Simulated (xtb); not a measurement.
Sn(H)(OH)2(OMe) (CH6O3Sn), SMILES C[O][SnH]([OH])[OH]. All values are semi-empirical tight-binding results from xtb (GFN2-xTB unless named), good for trends rather than for accurate numbers. Geometry optimised at GFN2-xTB. The structure was generated by enumeration; whether it is a known compound was not checked. Other conformers were not sampled.

Optimised geometry:

```xyz
11

Sn     0.2556    -0.0816     0.3236
O      1.6294     1.2167    -0.0048
O      0.7173    -1.5922    -0.7729
O     -1.3252     0.7748    -0.4433
C     -2.5476     0.1417    -0.7383
H      0.1257    -0.5657     1.9151
H      1.2938     2.0967    -0.1831
H      1.5511    -1.4871    -1.2336
H     -3.1417     0.8794    -1.2781
H     -3.0821    -0.1500     0.1670
H     -2.4124    -0.7370    -1.3695
```
Charge 0, spin multiplicity 1.

For metal compounds this method's bond lengths and energies can be far off.

Q: Estimate the properties. (An estimate is asked for; the answer gives what the named calculation found.)

A: 
The orbital gap is 4.51 eV and the zero-point energy is 43.8 kcal/mol. The G − E(el) at 298.15 K (modified RRHO) is 22.0 kcal/mol.

Computed atomic charges and the Wiberg bond orders between heavy atoms:
charges (e) Sn1 0.45, O2 -0.48, O3 -0.47, O4 -0.38, C5 0.05, H6 0.06, H7 0.33, H8 0.33, H9 0.05, H10 0.02, H11 0.03. Bond orders Sn1–O2 0.93, Sn1–O3 0.93, Sn1–O4 0.83, O4–C5 1.00.
